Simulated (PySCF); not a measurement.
hydrogen isocyanide (CHN), singlet, geometry from GFN2-xTB; CAMB3LYP/6-31G, TDA in PySCF.

Here is a job for PySCF.
```python
from pyscf import gto, scf, dft, tdscf

mol = gto.M(
    atom='''
C    -0.000000   -0.000000   -0.733210
N     0.000000    0.000000    0.425228
H     0.000000    0.000000    1.422665
''',
    basis='6-31g',
    charge=0,
    spin=0,
    verbose=4,
)

mf = dft.RKS(mol)
mf.xc = 'camb3lyp'
mf.kernel()
td = mf.TDA()
td.nstates = 5
td.kernel()
td.analyze()
```

### Question
Write the output that PySCF gives for this input, abridged.

### Answer

```
PySCF version 2.14.0

[INPUT] verbose = 4
[INPUT] num. atoms = 3
[INPUT] num. electrons = 14
[INPUT] charge = 0
[INPUT] spin (= nelec alpha-beta = 2S) = 0
[INPUT] symmetry False subgroup None
[INPUT] Mole.unit = angstrom
[INPUT] Symbol           X                Y                Z      unit          X                Y                Z       unit  Magmom
[INPUT]  1 C      0.000000000000   0.000000000000  -0.733210000000 AA    0.000000000000   0.000000000000  -1.385566091792 Bohr   0.0
[INPUT]  2 N      0.000000000000   0.000000000000   0.425228000000 AA    0.000000000000   0.000000000000   0.803564460497 Bohr   0.0
[INPUT]  3 H      0.000000000000   0.000000000000   1.422665000000 AA    0.000000000000   0.000000000000   2.688447217004 Bohr   0.0

nuclear repulsion = 24.3722071487683
number of shells = 12
number of NR pGTOs = 48
number of NR cGTOs = 20
basis = 6-31g
ecp = {}

******** <class 'pyscf.dft.rks.RKS'> ********
method = RKS
initial guess = minao
damping factor = 0
level_shift factor = 0
DIIS = <class 'pyscf.scf.diis.CDIIS'>
diis_start_cycle = 1
diis_space = 8
diis_damp = 0
SCF conv_tol = 1e-09
SCF conv_tol_grad = None
SCF max_cycles = 50
direct_scf = True
direct_scf_tol = 1e-13
XC library pyscf.dft.libxc version 7.1.2
    S. Lehtola, C. Steigemann, M. J. T. Oliveira, and M. A. L. Marques,  SoftwareX 7, 1–5 (2018)
XC functionals = camb3lyp
    T. Yanai, D. P. Tew, and N. C. Handy,  Chem. Phys. Lett. 393, 51 (2004)
radial grids:
    Treutler-Ahlrichs [JCP 102, 346 (1995); DOI:10.1063/1.469408] (M4) radial grids

becke partition: Becke, JCP 88, 2547 (1988); DOI:10.1063/1.454033
pruning grids: <function nwchem_prune>
grids dens level: 3
symmetrized grids: False
atomic radii adjust function: <function treutler_atomic_radii_adjust>
small_rho_cutoff = 0
Set gradient conv threshold to 3.16228e-05
Initial guess from minao.
tot grids = 37832
init E= -93.4808735204833
  HOMO = -0.352472451248887  LUMO = 0.00412124017498492  gap/eV = 9.70341
cycle= 1 E= -93.3122126148462  delta_E= 0.169  |g|= 0.143  |ddm|= 1.79
  HOMO = -0.353041423754293  LUMO = 0.101893505614372  gap/eV = 12.37941
cycle= 2 E= -93.3177803558446  delta_E= -0.00557  |g|= 0.0542  |ddm|= 0.399
  HOMO = -0.372682533332623  LUMO = 0.0850759342802366  gap/eV = 12.45624
cycle= 3 E= -93.3184191035918  delta_E= -0.000639  |g|= 0.0235  |ddm|= 0.0577
  HOMO = -0.373853213724327  LUMO = 0.0867727944812733  gap/eV = 12.53427
cycle= 4 E= -93.3184889425453  delta_E= -6.98e-05  |g|= 0.0136  |ddm|= 0.0207
  HOMO = -0.371245067781775  LUMO = 0.0882586465606485  gap/eV = 12.50373
cycle= 5 E= -93.3185321114389  delta_E= -4.32e-05  |g|= 0.000525  |ddm|= 0.0143
  HOMO = -0.371351686255755  LUMO = 0.0881807134860386  gap/eV = 12.50451
cycle= 6 E= -93.3185322859058  delta_E= -1.74e-07  |g|= 6.07e-05  |ddm|= 0.00204
  HOMO = -0.371344920095274  LUMO = 0.0881879204091185  gap/eV = 12.50453
cycle= 7 E= -93.3185322883908  delta_E= -2.48e-09  |g|= 6.89e-06  |ddm|= 0.000268
  HOMO = -0.371345373074713  LUMO = 0.088188252726035  gap/eV = 12.50455
cycle= 8 E= -93.3185322884119  delta_E= -2.12e-11  |g|= 9.75e-07  |ddm|= 2.41e-05
  HOMO = -0.371345622819252  LUMO = 0.0881881779846857  gap/eV = 12.50455
Extra cycle  E= -93.3185322884118  delta_E= 1.14e-13  |g|= 1.3e-06  |ddm|= 2.54e-06
converged SCF energy = -93.3185322884118

******** <class 'pyscf.tdscf.rks.TDA'> for <class 'pyscf.dft.rks.RKS'> ********
nstates = 5 singlet
deg_eia_thresh = 1.000e-03
wfnsym = None
conv_tol = 1e-05
eigh lindep = 1e-12
eigh level_shift = 0
eigh max_cycle = 100

Excitation energies (eV)
[8.844481   8.844481   8.87914799 9.2503664  9.25036744]

** Singlet excitation energies and oscillator strengths **
Excited State   1:      8.84448 eV    140.18 nm  f=0.1665
       7 -> 9         0.69941
Excited State   2:      8.84448 eV    140.18 nm  f=0.1665
       7 -> 8        -0.69941
Excited State   3:      8.87915 eV    139.64 nm  f=0.0000
       5 -> 8         0.44542
       5 -> 9         0.22582
       6 -> 8         0.22582
       6 -> 9        -0.44542
Excited State   4:      9.25037 eV    134.03 nm  f=0.0000
       5 -> 8         0.49923
       6 -> 9         0.49923
Excited State   5:      9.25037 eV    134.03 nm  f=0.0000
       5 -> 9         0.49923
       6 -> 8        -0.49923

** Transition electric dipole moments (AU) **
state          X           Y           Z        Dip. S.      Osc.
  1         0.1363      0.8659     -0.0000      0.7684      0.1665
  2        -0.8659      0.1363     -0.0000      0.7684      0.1665
  3        -0.0000     -0.0000     -0.0000      0.0000      0.0000
  4         0.0000      0.0000     -0.0000      0.0000      0.0000
  5         0.0000      0.0000      0.0000      0.0000      0.0000

** Transition velocity dipole moments (imaginary part, AU) **
state          X           Y           Z        Dip. S.      Osc.
  1         0.0391      0.2485     -0.0000      0.0633      0.1298
  2        -0.2485      0.0391     -0.0000      0.0633      0.1298
  3        -0.0000     -0.0000     -0.0000      0.0000      0.0000
  4         0.0000      0.0000     -0.0000      0.0000      0.0000
  5         0.0000      0.0000      0.0000      0.0000      0.0000

** Transition magnetic dipole moments (imaginary part, AU) **
state          X           Y           Z
  1        -1.3803      0.2173      0.0000
  2        -0.2173     -1.3803      0.0000
  3         0.0000     -0.0000      0.0000
  4        -0.0000      0.0000      0.0000
  5        -0.0000      0.0000      0.0000
```
